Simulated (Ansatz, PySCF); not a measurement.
Energy difference R1 → P1, each structure at its B3LYP-D3(BJ)/def2-TZVP stationary point, reached from a drawn start; harmonic modes at that level show minima.
R1, H2O3S (SMILES O=S(O)O) (charge 0, multiplicity 1):
| atom | x (Å) | y (Å) | z (Å) |
|---|---|---|---|
| O | 1.1465 | -0.3478 | 0.7522 |
| S | -0.2628 | 0.4683 | 0.6530 |
| O | -0.0789 | 1.4461 | -0.4114 |
| O | -1.2386 | -0.6827 | 0.0324 |
| H | 1.6281 | -0.2438 | -0.0872 |
| H | -1.1942 | -0.6401 | -0.9390 |
P1, H2O3S (SMILES O=[SH](=O)O) (charge 0, multiplicity 1):
```xyz
6

O     -1.318    -0.615    -0.911
S     -0.428     0.046    -0.020
O     -0.292     1.469     0.040
O      1.023    -0.590    -0.235
H     -0.677    -0.409     1.227
H      1.693     0.098    -0.101
```

P less R. No zero-point or thermal terms. One arrangement of each flexible species, with no search for the lowest.

The values were computed with Ansatz (Gaussian basis) for Hartree–Fock, density functionals and correlated methods; PySCF for the D3/D4 terms. Each number belongs to the level named beside it.

Give the reaction energy at the level B3LYP-D3(BJ)/def2-TZVPPD.

8.8 kcal/mol

What reaction energy does PBE-D4/def2-TZVPPD give?

8.3 kcal/mol

Give the reaction energy at the level revPBE-D3(BJ)/def2-TZVPPD.

8.2 kcal/mol

Ansatz is an electronic-structure program.
